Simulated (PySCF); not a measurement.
Solvent effects on NMR parameters

Bonds (- single, = double, # triple, : aromatic): C1-C2, C2-C3, C3-C4, C4-O5, O5-C6, C6-C7, C7-C1, C6-C4. C1 carries H8, H9; C2 carries H10, H11; C3 carries H12, H13; C4 carries H14; C6 carries H15; C7 carries H16, H17. Stereochemistry as in C1CC[C@H]2O[C@H]2C1. H9, H11, H12, H16 are cis to O5 on the ring; H8, H10, H13, H17 are trans to O5 on the ring.

GIAO PBE0/pcSseg-1 in PySCF 2.14 on one PBE0-D3(BJ)/def2-SVP conformer, non-relativistic, equivalent nuclei averaged. Solvents enter as an IEF-PCM continuum (chloroform with ε = 4.7, water with ε = 78.4) around the gas-phase geometry. Shifts are referred to TMS computed in the same medium.

Gas phase, δ in ppm: C4/C6 49.8, C3/C7 27.4, C1/C2 21.7, H14/H15 2.66, H12/H16 1.86, H13/H17 1.50, H9/H11 1.35, H8/H10 1.00. Dipole moment 1.91 D.

Task: How does each δ change in the continuum?

Result: 
```tsv
atoms	environment	Δδ, chloroform	Δδ, water
C4/C6	epoxide ring carbon	+1.0	+1.5
C3/C7	sp3 CH2 in a ring	+0.3	+0.5
C1/C2	sp3 CH2 in a ring	+0.4	+0.7
H14/H15	hydrogen on an epoxide ring carbon	+0.15	+0.23
H12/H16	hydrogen on an sp3 CH2 in a ring	-0.02	-0.05
H13/H17	hydrogen on an sp3 CH2 in a ring	+0.12	+0.20
H9/H11	hydrogen on an sp3 CH2 in a ring	-0.06	-0.10
H8/H10	hydrogen on an sp3 CH2 in a ring	+0.06	+0.11
```

Changes are relative to the gas phase. The dipole moment becomes 2.34 D in chloroform, 2.57 D in water.

Task: Which nuclei move most (in ppm), and what does the model miss?

Result: C4/C6 (epoxide ring carbon, +1.5 ppm) in water. A continuum only polarises the solute; specific hydrogen bonds, the anisotropy of aromatic solvents and changes of geometry or conformer are outside it.
